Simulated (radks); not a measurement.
These are the eigenvalues of the occupied orbitals of an atom or ion with whole-number occupations (eV). Calculated with a radial shooting solver on a logarithmic mesh with Libxc functionals: scalar-relativistic Kohn-Sham, SCAN, spin-polarised, spherical densities, finite nucleus; meta-GGA in the generalised Kohn-Sham scheme; Fermi nuclear charge, rms radius of each element as measured or else 0.836 A^(1/3) + 0.57 fm.

| orbital | eigenvalue |
|---|---|
| 1s up | -26698.13 |
| 1s down | -26698.10 |
| 2s up | -4085.147 |
| 2s down | -4083.584 |
| 2p up | -3674.587 |
| 2p down | -3673.311 |
| 3s up | -866.1816 |
| 3s down | -865.5257 |
| 3p up | -730.4134 |
| 3p down | -729.5568 |
| 3d up | -519.3514 |
| 3d down | -517.8019 |
| 4s up | -226.5732 |
| 4s down | -219.3139 |
| 4p up | -184.8056 |
| 4p down | -177.3829 |
| 4d up | -122.0713 |

Which element is it, and in what charge state? The configuration may be excited. Open shells, if any, are filled with parallel spins first.

Answer. Z = 48, cadmium, charge +7: Cd7+ in [Kr] 4d5. The list shows which subshells hold electrons but not how many an open one holds; the 1s level, -981.14 hartree, gives Z - s = 44.3 by -(Z - s)^2/2, which with screening and relativity narrows Z to a few neighbours, and the depths of the outer levels then fix element, charge and occupations together.
